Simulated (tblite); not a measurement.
C₅H₁₁ClO₂Si₂.
Cartesian coordinates in Å at the GFN2-xTB level; atoms count from 1:
```
atom  x, y, z in Å
C1     3.932    0.135    0.261
O2     3.016   -0.522   -0.553
Si3    1.494   -1.039   -0.230
C4     0.421    0.500    0.057
C5    -0.920    0.420    0.108
Si6   -2.020    1.933    0.355
Cl7   -3.156    2.232   -1.292
C8    -1.446   -0.942   -0.050
C9    -2.933   -1.136   -0.067
O10   -0.682   -1.886   -0.165
H11    4.140   -0.448    1.162
H12    4.859    0.266   -0.301
H13    3.559    1.118    0.564
H14    1.322   -1.638   -1.541
H15    1.520   -1.795    1.024
H16    0.891    1.468    0.163
H17   -1.184    3.116    0.536
H18   -2.922    1.761    1.495
H19   -3.168   -2.192   -0.167
H20   -3.370   -0.748    0.851
H21   -3.362   -0.587   -0.903
```

All values are computed: GFN2-xTB (tblite) harmonic vibrations without scaling, gas phase. Against measured fundamentals such values can be off by several per cent, at times by over 20. Modes of hydrogen on silicon can be 10 to 20 % off. One conformer, not necessarily the lowest.

Harmonic wavenumbers (cm⁻¹): 29.4, 50.3, 63.8, 68.7, 84.0, 129.2, 132.1, 149.8, 166.6, 200.6, 238.0, 296.3, 312.1, 323.3, 416.1, 468.6, 481.4, 503.3, 514.3, 570.5, 606.9, 657.7, 687.9, 718.1, 729.3, 763.9, 781.1, 792.8, 825.3, 850.4, 995.2, 996.3, 1016.4, 1134.9, 1139.9, 1155.1, 1185.6, 1283.3, 1365.4, 1416.3, 1442.5, 1452.5, 1488.0, 1491.9, 1572.5, 1672.9, 2228.9, 2240.2, 2279.1, 2360.5, 2922.7, 2940.4, 2977.4, 3022.8, 3028.7, 3049.2, 3052.8.

A = 1452, B = 403.3, C = 341.3 MHz; mass 193.999 u (most abundant isotopes); point group C1, symmetry number 1.

Problem. Zero-point energy?

Solution. ½Σν̃ = 31762 cm⁻¹ = 379.95 kJ/mol.

Problem. Entropy at 298.15 K, 1 bar (ideal gas, RRHO, classical rotation)?

Solution. Translation 174.55, rotation 132.86, vibration 207.11: S = 514.5 J/(mol K).

Problem. And Cp and H(298.15 K) − H(0)?

Solution. Cp = 218.05 J/(mol K), of which vibrations give 184.80 (their classical limit is 57 R = 473.9); H(298.15 K) − H(0) = 40.43 kJ/mol without the zero-point energy, 30.52 from vibrations.

Problem. What must be added to the electronic energy to get the Gibbs energy at 298.15 K and 1 bar?

Solution. ZPE + [H(298.15 K) − H(0)] − T·S = 379.95 + 40.43 − 153.41 = 266.97 kJ/mol.

Problem. How do the functions run with temperature in this model?

Solution. 
```csv
T (K),S (J/(mol K)),Cp (J/(mol K)),H − H(0) (kJ/mol),G − H(0) (kJ/mol),ln q(vib)
50,278.0,76.8,2.62,-11.29,1.32
100,342.8,111.9,7.39,-26.89,3.74
373.15,567.1,251.3,58.06,-153.56,15.63
500,647.4,297.4,92.98,-230.70,20.45
750,780.9,360.8,175.87,-409.82,29.06
1000,890.7,401.8,271.54,-619.19,36.66
```

q(vib) and H(0) count from the zero-point level.

Problem. Blend soft modes into free rotors: weight 1/[1 + (100 cm⁻¹/ν̃)⁴] for the oscillator and the rest for a rotor with moment μB/(μ + B), μ = h/(8π²ν), B = 10⁻⁴⁴ kg m². What vibrational entropy results?

Solution. 184.66 J/(mol K) in place of 207.11, which changes −T·S at 298.15 K by +6.69 kJ/mol.

Hindered rotation and anharmonicity are outside this model. Other conformers, if any are populated, would add a mixing term that is left out. The structure is chiral; the term R ln 2 for an equal mix with its mirror image is left out.
